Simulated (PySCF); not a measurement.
# Identify the compound

An unknown has the formula C$_{5}$H$_{8}$F$_{3}$PSi. Its calculated NMR data are:

¹H NMR (300 MHz, computed): δ 4.25 (s, 3H), 2.11 (m, 2H), 1.92 (s, 3H).

¹³C{¹H} NMR (computed): δ 277.4 (C), 134.1 (C), 118.5 (C), 32.0 (CH2), 18.9 (CH3).

One averaged value for each set of equivalent atoms, no solvent model, no relativistic terms, one computed conformer. PBE0-D3(BJ)/def2-SVP geometry; shielding tensors at CAM-B3LYP/pcSseg-1 (GIAO); PySCF.

Chemical shifts δ = σref − σ; ¹H and ¹³C vs TMS, all at this level.

Problem. What is the structure?

Solution. 
5 carbon signals for 5 carbons: no two carbons are equivalent. Carbon types of the structure: 3 × C, 1 × CH2, 1 × CH3, leaving 3 H on heteroatoms. δC 277.4: cumulene carbon. δC 134.1: CF3 carbon; 3 electronegative neighbours deshield it. δC 118.5: fully substituted alkene carbon; the olefinic region. δC 18.9: allylic methyl carbon; saturated and bonded to C and H only. δH 4.25: hydrogen on a silicon bonded to C. δH 2.11: hydrogen on an sp3 CH2 bonded to P. δH 1.92: hydrogen on an allylic methyl carbon; allylic position.

Structure: `CC([SiH3])=C=PCC(F)(F)F`.

The shifts were computed for this structure.

Splittings by ¹⁹F and ³¹P in the carbon and heteronuclear signals aren't shown, as no couplings were computed. Shifts are as computed, not scaled to solution data. Of 1309 compounds with measured shifts, 239 miss one by over three times the rms of a fit or turn the order of signals round; such compounds aren't used in these exercises. Multiplicities follow the n + 1 count of equivalent neighbours, as no J values were calculated; m marks all less simple cases, F and P coupling included.
